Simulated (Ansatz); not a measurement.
**A family of molecules: the dipole moment**

One atom is swapped for its congeners: B(OH)Br2; Al(OH)Br2; Ga(OH)Br2. All are singlets with charge 0.

Shapes, held fixed at every level: PBE0-D4/def2-TZVP. Programs: Ansatz 0.2.0. Values in D.

```csv
level,B(OH)Br2,Al(OH)Br2,Ga(OH)Br2
PBE-D4/def2-TZVPP,1.70,1.45,1.22
r2SCAN-D4/def2-TZVPP,1.76,1.53,1.26
B3LYP-D4/def2-TZVPP,1.73,1.50,1.24
wB97M-V/def2-TZVPP,1.78,1.54,1.26
```

At wB97M-V/def2-TZVPP the dipole moment falls at every step, from 1.78 to 1.26 D. Every level shows the same order. Relativity is left out for Br, Ga unless named.
